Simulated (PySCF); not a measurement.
Species: C4H11AlF3N.
Bonds: C1–N2, N2–C3, N2–Al4, N2–C5, C5–C6, C6–F7, C6–F8, C6–F9. Hydrogens: H10, H11, H12 on C1; H13, H14, H15 on C3; H16, H17, H18 on Al4; H19, H20 on C5.

A linear-response calculation (PySCF, def2-SVPD basis, gas phase, vertical, core orbitals frozen in the response) gave these numbers; the functional is withheld.

Orbital energies (eV): HOMO-3 -10.65, HOMO-2 -8.85, HOMO-1 -7.69, HOMO -7.68, LUMO 0.04, LUMO+1 0.50, LUMO+2 1.16.

```tsv
state	E (eV)	f	main configurations (H = HOMO, L = LUMO)
S1	6.54	0.015	H→L (84%), H→L+1 (13%)
S2	6.56	0.013	H-1→L (85%), H-1→L+1 (13%)
S3	7.12	0.050	H→L+1 (85%), H→L (13%)
S4	7.15	0.039	H-1→L+1 (85%), H-1→L (12%)
S5	7.63	0.0027	H-1→L+2 (31%), H→L+3 (22%), H→L+2 (11%)
S6	7.76	0.0059	H-2→L (87%)
```

Triplets (Tamm–Dancoff): T1 6.07 eV, H→L (69%), H→L+1 (22%); T2 6.08 eV, H-1→L (68%), H-1→L+1 (23%); T3 6.91 eV, H→L+1 (70%), H→L (19%); T4 6.95 eV, H-1→L+1 (70%), H-1→L (20%).

Vertical ionisation energy by ΔSCF with the same functional: 9.85 eV. Mean static polarisability: 91.9 au.

Task: Which of these was used?
A. HF
B. PBE
C. wB97X-D
D. PBE0

Result: D. PBE0 is a global hybrid with 25% exact exchange. In this run −ε(HOMO) = 7.68 eV differs from the ΔSCF value by -2.18 eV, and S1 differs from the orbital gap of 7.71 eV by -1.17 eV. The ratio −ε(HOMO)/IP is 0.78. Small neutral molecules mostly give 0.7 to 0.83 with PBE0, 0.5 to 0.7 with PBE, 0.89 to 0.99 with wB97X-D; with Hartree–Fock the ratio is 1 or more (Koopmans' value less the relaxation energy is the ΔSCF value).

Computed, not measured: PySCF, TDDFT PBE0/def2-SVPD, vertical, gas phase, core orbitals frozen in the response. One conformer (not necessarily the lowest) at the PBE0-D3(BJ)/def2-SVP geometry, without solvent, vibrations or thermal averaging.

The run took 9.2 min on one thread of an Intel Xeon Platinum 8259CL at 2.50 GHz (shared host), and the process peaked at 1.3 GiB of memory.

Conformer computed: `[CH3:1][N+:2]([CH3:3])([AlH3-:4])[CH2:5][C:6]([F:7])([F:8])[F:9]`: C1–N2–C5–C6 -60°, N2–C5–C6–F7 -176°.

Without π bonds the low states are Rydberg-like; a valence basis with one diffuse set may place them up to an eV too high.
